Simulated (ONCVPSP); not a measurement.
**Which change was made? (Hf, ONCV)**

```
Element                 : hafnium
Generator               : ONCVPSP 4.0.1
Type                    : optimised norm-conserving Vanderbilt (ONCV)
Functional              : revPBE
Relativity              : scalar-relativistic
Frozen core             : [Kr] 4d10 4f14
Valence charge          : 12
Reference configuration : 5s2 5p6 5d2 6s2
Partial waves           : 5s+6s: rc 2.10 bohr, ncon 5, nbas 9, qcut 4.5 1/bohr, 2 projectors; 5p: rc 2.10 bohr, ncon 4, nbas 7, qcut 6.8 1/bohr, 3 projectors, debl 3.1 Ha; 5d: rc 2.10 bohr, ncon 3, nbas 7, qcut 6.3 1/bohr, local
Local potential         : the d channel
Core correction         : none
```

Cutoffs, loose and tight: the cutoffs (Ha) at which the residual kinetic energy of the hardest occupied pseudo-wave falls to 1 and 0.1 mHa per electron. They do not see the model core or the augmentation charge, which bear on the density cutoff. Test errors are all-electron minus pseudo excitation energies from the reference, over the configurations 5s2 5p6 5d2 6s1; 5s2 5p6 5d2 6s0; 5s2 5p6 5d1 6s0; 5s2 5p6 5d2 6s0 6p1; variants that change the core or the reference have their own tests. The largest error is taken over the tests solved by every variant that gives reliable tests at all, those not shown here included: 5s2 5p6 5d2 6s0; 5s2 5p6 5d2 6s0 6p1; 5s2 5p6 5d2 6s1.

The base gives: outcome: generated; cutoff, loose: 12 Ha; cutoff, tight: 42 Ha; bound ghosts: none; GHOST(+) flags above zero: s; largest test error (meV): +13.

**Question.** After one change the result is: outcome: generated, projector energies reset by the program; cutoff, loose: 11 Ha; cutoff, tight: 13 Ha; bound ghosts: none; GHOST(+) flags above zero: none; largest test error (meV): +8.8. Which change was it?
A. all radii scaled by about 0.77 (s 1.62, p 1.62, d 1.62 bohr)
B. all radii scaled by about 0.85 (s 1.78, p 1.78, d 1.78 bohr)
C. all radii scaled by about 1.32 (s 2.78, p 2.78, d 2.78 bohr)

**Answer.** C. The others give: all radii scaled by about 0.85 (s 1.78, p 1.78, d 1.78 bohr) → outcome: generated; cutoff, loose: 58 Ha; cutoff, tight: 72 Ha; bound ghosts: none; GHOST(+) flags above zero: none; largest test error (meV): +15 | all radii scaled by about 0.77 (s 1.62, p 1.62, d 1.62 bohr) → outcome: generated; cutoff, loose: 77 Ha; cutoff, tight: 90 Ha; bound ghosts: none; GHOST(+) flags above zero: none; largest test error (meV): +17.
